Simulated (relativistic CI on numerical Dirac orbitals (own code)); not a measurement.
Method of calculation: Dirac-Coulomb-Breit CI, separate exchange-only KLI orbitals for each configuration, model QED (radiative potential, 1s self-energy scaled to tabulated hydrogen-like ionisation energies), unscaled Slater integrals (own radial code, finite nucleus).

Configuration list (outside the closed core [Ar] 3d10): 4s²4p², 4s4p³, 4p⁴, 4s²4p4d, 4s4p²4d, 4s²4p4f, 4s4p²4f, 4p³4d, 4s4p4d², 4s²4p5s, 4s²4d4f, 4s²4p5p, 4p³4f, 4p³5s, 4s4p²5s, 4s²4p5d, 4s4p4d5s, 4s4p²5p, 4s²4f5s, 4s²4p5f, 4s²4p6s, 4p²4d4f, 4s²4p5g, 4s²4p6p, 4s4p²5d, 4s4p4f², 4s4p5s², 4s²4d², 4s4d³, 4s4d²4f, 4p²4d², 4p4d³, 4p4d²4f, 4p4d²5s, 4s²4f², 4s4d4f², 4s4f³, 4s²4d5s, 4s4d²5s, 4s4d4f5s, 4p²4f², 4p4d4f², 4p4f³, 4p4f²5s, 4s4p4d4f, 4s²5s², 4s4d5s², 4s4f5s², 4p²4d5s, 4p4d4f5s, 4p4d5s², 4s4p4f5s, 4s4f²5s. Double excitations out of closed p, d and f shells are left out; levels of such configurations are missing from the list, as are those of other unlisted configurations, and high levels can miss mixing partners. These lack a partner that the ground configuration has and come out too high: 4s4p²5p, 4s4p²5d, 4s²4p5p, 4s²4p5d, 4s²4p5f.

At this charge energies of transitions that change n are usually good to better than 1 %, and those within a shell (Δn = 0) to a few per cent.

Outline of the computed level scheme of Ru XIII. Lowest level of each configuration: 4s²4p² ³P0 at 0.0000 eV; 4s4p³ ⁵S°2 at 29.2818 eV; 4s²4p4d ³F°2 at 55.4628 eV; 4p⁴ ³P2 at 74.1072 eV; 4s4p²4d ⁵F1 at 81.0297 eV.

Some strong electric-dipole decays among the lowest 45 levels: 4s²4p4d ¹F°3 → 4s²4p² ¹D2 (1.4e+11 s⁻¹); 4s²4p4d ³D°3 → 4s²4p² ³P2 (1.3e+11 s⁻¹); 4s4p²4d ⁵P3 → 4s4p³ ⁵S°2 (1.2e+11 s⁻¹); 4s²4p4d ³D°1 → 4s²4p² ³P0 (1.2e+11 s⁻¹); 4s²4p4d ¹P°1 → 4s²4p² ¹S0 (1.1e+11 s⁻¹); 4s²4p4d ³P°0 → 4s²4p² ³P1 (9.9e+10 s⁻¹); 4s²4p4d ³P°1 → 4s²4p² ³P1 (8.0e+10 s⁻¹); 4s²4p4d ¹D°2 → 4s²4p² ³P1 (5.7e+10 s⁻¹).

LS names give the leading component of a level, which can be under half, so a name can repeat, a term be missing and a line seem to break the LS rules.
